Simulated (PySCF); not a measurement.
A geometry optimisation on `Br` (HBr).

Computed with PBE0-D3(BJ)/def2-SVP geometry optimisation, gas phase (PySCF 2.14.0). Start geometry: GFN2-xTB. A driver script takes a list of jobs; this job's settings line and coordinates (Å) are shown.

Input:
```
{"job": {"xc": "PBE0", "basis": "def2-SVP", "d3": "d3bj", "grid": 1, "kind": "geom"}, "charge": 0, "multiplicity": 1}
Br     0.703310    -0.005430    -0.006110
H     -0.697790     0.007960    -0.022180
```

Problem. Give the output.

Solution. 
```
step   0  E = -2574.14464293  max force = 0.011311
step   1  E = -2574.14484346  max force = 0.003184
step   2  E = -2574.14486227  max force = 0.000166
step   3  E = -2574.14486232  max force = 0.000002
optimisation converged
```

Energies in Eh; «max force» is the largest Cartesian gradient component in Eh/bohr.

Problem. Give the first gradient maximum in eV/Å.

Solution. With 1 Eh/bohr = 51.422 eV/Å, 0.582 eV/Å.

Problem. How much energy does the optimisation release, in eV?

Solution. E(step 0) − E(last step) = 0.000219 Eh, which is 0.006 eV.

In short: final energy -2574.14486 Eh after 3 steps; dipole 1.08 D.

Problem. Where do the atoms end?

Solution. 0.010 Å rms from the input after alignment:
```
atom  x, y, z in Å
Br1    0.7137   -0.0054   -0.0061
H2    -0.7082    0.0080   -0.0222
```

Cost: about 1.8 s of CPU time on one thread; the machine was shared, so the figure is rough.
Labels such as C1 count atoms from 1, the log's own numbers from 0.
